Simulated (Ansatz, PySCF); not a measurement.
CH7NSi3, SMILES [SiH3][Si@H]1N=C[SiH2]1. Atoms are numbered in the order given.

```xyz
12

Si     2.1872     0.7629     0.0940
Si     0.3647    -0.7052     0.2274
N     -0.8384    -0.1230     1.4612
C     -1.8581     0.2071     0.7384
Si    -1.5237    -0.2588    -1.1047
H      1.6775     2.1472    -0.1472
H      2.9937     0.7490     1.3523
H      3.0655     0.3654    -1.0497
H      0.8168    -2.1092     0.4808
H     -2.7504     0.6575     1.2228
H     -2.3599    -1.3996    -1.5970
H     -1.5754     0.8328    -2.1303
```

Geometry optimised at r2SCAN-D4/def2-SVP. The structure was generated by enumeration; whether it is a known compound was not checked.

Two levels are set side by side: PBE-D3(BJ)/def2-SVP (Ansatz, a program for electronic structure) and r2SCAN-D4/def2-SVP (Ansatz). Each level has its own optimised geometry; the coordinates shown are those of the second. Frequencies come from the Hessian of PySCF at each geometry. Differences are taken from unrounded values.

| quantity | r2SCAN-D4 | PBE-D3(BJ) | PBE-D3(BJ) minus r2SCAN-D4 |
|---|---|---|---|
| mean bond length (Å) | 1.652 | 1.662 | 0.010 |
| bond Si1–Si2 (Å) | 2.344 | 2.351 | 0.007 |
| bond Si2–N3 (Å) | 1.819 | 1.834 | 0.015 |
| bond Si2–Si5 (Å) | 2.354 | 2.362 | 0.008 |
| bond N3–C4 (Å) | 1.293 | 1.299 | 0.006 |
| bond C4–Si5 (Å) | 1.930 | 1.939 | 0.009 |
| bond Si1–H6 (Å) | 1.495 | 1.505 | 0.010 |
| bond Si1–H7 (Å) | 1.495 | 1.505 | 0.011 |
| bond Si1–H8 (Å) | 1.496 | 1.506 | 0.011 |
| bond Si2–H9 (Å) | 1.497 | 1.508 | 0.011 |
| bond C4–H10 (Å) | 1.111 | 1.118 | 0.007 |
| bond Si5–H11 (Å) | 1.498 | 1.509 | 0.011 |
| bond Si5–H12 (Å) | 1.499 | 1.510 | 0.011 |
| highest harmonic wavenumber (cm⁻¹) | 3001 | 2936 | -65 |
| mean harmonic wavenumber (cm⁻¹) | 1030 | 1000 | -30 |
| zero-point energy (kcal/mol) | 44.17 | 42.90 | -1.27 |
